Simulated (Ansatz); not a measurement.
Geometry optimisation, RKS r2SCAN/def2-SVP in Ansatz 0.2.0.

The input (input.yaml):

```yaml
crystal:
  periodic: [false, false, false]
  atoms:
    - { symbol: Ga, position_ang: [-0.054757, 0.457656, -0.539802] }
    - { symbol: "N", position_ang: [-0.029589, 0.088832, 2.543451] }
    - { symbol: H, position_ang: [-0.7675, -0.332283, 3.100859] }
    - { symbol: H, position_ang: [0.845758, 0.009494, 3.058236] }
    - { symbol: H, position_ang: [1.398215, 0.02044, -0.858877] }
    - { symbol: H, position_ang: [-1.428193, -0.190158, -0.860504] }
    - { symbol: Cl, position_ang: [-0.218795, 2.52061, 0.277375] }
    - { symbol: H, position_ang: [-0.233539, 1.098411, 2.423462] }
basis:
  gaussian: { orbitals: def2-SVP }
hamiltonian:
  xc: r2scan
relax:
  f_tol: 0.03
  max_steps: 50
```

Launched with:

```bash
$ ansatz run input.yaml --threads 2 --pin off --max-ram 3072MiB --backend cpu --events-out ev --progress --plain --runs-dir out
```

Where does it end, and by what steps?

The forces met the threshold. After 7 steps the energy has fallen by 0.812 eV; H3 moved furthest, 0.59 Å. Joined: Ga1–N2 (3.11 → 2.13 Å).

```csv
step,energy less start (eV),largest force component (eV/Å),accepted
0,0.0000,0.898,yes
1,-0.2526,0.685,yes
2,-0.5960,0.769,yes
3,-0.7483,0.581,yes
4,-0.7933,0.698,yes
5,-0.8084,0.215,yes
6,-0.8115,0.066,yes
7,-0.8119,0.017,yes
```

```xyz
8
Properties=species:S:1:pos:R:3
Ga -0.055 0.445 0.027
N -0.044 0.210 2.145
H -0.768 -0.409 2.515
H 0.854 -0.095 2.523
H 1.382 -0.028 -0.361
H -1.394 -0.256 -0.369
Cl -0.239 2.652 0.171
H -0.225 1.155 2.493
```

The run took 28 s on 2 threads of Arm Neoverse V1, on a shared host, peak memory 0.15 GiB.
